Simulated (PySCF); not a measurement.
Isomers of C4H9FGe, one conformer each. The calculation used core-valence-separated Tamm–Dancoff BHandHLYP/aug-pcX-1 (pcseg-1 on H, def2-SVPD on Ge) in PySCF, non-relativistic, gas phase, PBE0-D3(BJ)/def2-SVP geometry. No empirical shift is added; at this level the pattern usually sits a few eV under experiment.

P. `[CH3][Ge@H]1[CH2][C@@H](F)[CH2]1`
Q. `F[C@H]1C[CH2][GeH2][CH2]1`

Main lines, eV (oscillator strength):
1. C K: 285.3 (0.008), 285.3 (0.017), 285.6 (0.015), 285.6 (0.034), 285.6 (0.028); F K: 685.5 (0.027), 686.3 (0.010)
2. C K: 285.1 (0.044), 285.5 (0.051), 285.8 (0.017), 286.0 (0.044), 286.0 (0.048); F K: 685.5 (0.031), 686.3 (0.007), 687.1 (0.003)
Listed: the first five lines at most of each edge with a tenth or more of its strongest line's intensity; roots within 0.03 eV on the same or equivalent atoms are summed. Only the lowest roots were sought, and the top ones are left out.

Which spectrum belongs to which isomer?

1 = Q, 2 = P.
- P: first C line listed at 285.1 eV, hole on the sp3 carbon bound to germanium; first F line listed at 685.5 eV, hole on the alkyl fluorine.
- Q: first C line listed at 285.3 eV, hole on the sp3 carbon bound to germanium; first F line listed at 685.5 eV, hole on the alkyl fluorine.

What are the ground-state energies of the isomers at BHandHLYP/aug-pcX-1 (pcseg-1 on H, def2-SVPD on Ge), relative to the lowest?

P 55.2, Q 0.0 kJ/mol (electronic energies on these geometries, no dispersion or zero-point terms).
